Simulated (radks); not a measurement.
Excited configurations of Eu I: one electron is placed in a higher orbital outside [Xe] 4f7 6s1. The ground configuration is [Xe] 4f7 6s2. Method: Dirac Kohn-Sham, BLYP, spin-unpolarised, spherical densities, finite nucleus; open shells fill j = l - 1/2 first; Fermi nuclear charge, rms radius 5.1115 fm; computed with a radial shooting solver on a logarithmic mesh with Libxc functionals. Excitation = E - E(ground); binding = E(ion) - E, where the ion is the core of charge +1; n* = 1/sqrt(2 binding) in atomic units, and the quantum defect is n - n*.

| outer orbital | excitation (eV) | binding (eV) | n* | quantum defect | eigenvalue (eV) |
|---|---|---|---|---|---|
| 5d3/2 | 2.094 | 3.865 | 1.876 | 3.124 | -1.003 |
| 6p1/2 | 2.392 | 3.568 | 1.953 | 4.047 | -1.692 |
| 6d3/2 | 4.582 | 1.378 | 3.143 | 2.857 | -0.571 |
| 7s1/2 | 3.934 | 2.026 | 2.591 | 4.409 | -1.128 |
| 7p1/2 | 4.404 | 1.555 | 2.958 | 4.042 | -0.849 |

The Delta-SCF ionisation energy is 5.960 eV (NIST Atomic Spectra Database: 5.670 eV, measured). Self-interaction in the functional shifts the binding energies and quantum defects, so they are the method's values and not measured ones. Spin polarisation and multiplet splitting are left out, so open shells lie too high by an amount that depends on their filling.

Beside tabulated values, note that spin-unpolarised runs miss the spin-polarisation part of the exchange energy of open shells.
